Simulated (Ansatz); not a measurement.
`[OH][GaH][SiH2]F`. Charge 0, multiplicity 1. The geometry is a stationary point of PBE0-D4/def2-TZVP. It is one conformer, not always the lowest.

```xyz
8

O     2.023   -1.111    0.165
Ga    1.121    0.432    0.266
Si   -1.257    0.300   -0.168
F    -1.617   -1.239   -0.489
H     1.475   -1.867   -0.056
H     2.020    1.657    0.625
H    -1.681    1.112   -1.341
H    -2.084    0.717    0.997
```

**Question.** What is the dipole moment at ωB97M-V/def2-TZVPP? (Best estimate.)

**Answer.** Computed: 1.56 D, with components (-1.03, 1.17, 0.02) D in this frame, pointing from negative to positive charge.

**Question.** And with PBE, r2SCAN, B3LYP? (Estimate.)

**Answer.** The calculation gave: PBE 1.28 D, r2SCAN 1.40 D, B3LYP 1.54 D.

**Question.** Give the Mulliken charges with ωB97M-V, PBE, r2SCAN in def2-TZVPP. (An estimate is asked.)

**Answer.** The calculation gave: 
```csv
atom,ωB97M-V,PBE,r2SCAN
O1,-0.41,-0.36,-0.42
Ga2,0.32,0.28,0.37
Si3,0.33,0.35,0.41
F4,-0.32,-0.29,-0.33
H5,0.17,0.18,0.20
H6,-0.02,-0.04,-0.06
H7,-0.04,-0.06,-0.08
H8,-0.04,-0.06,-0.08
```

B3LYP here is the variant with VWN-RPA as its local correlation; programs differ in this.
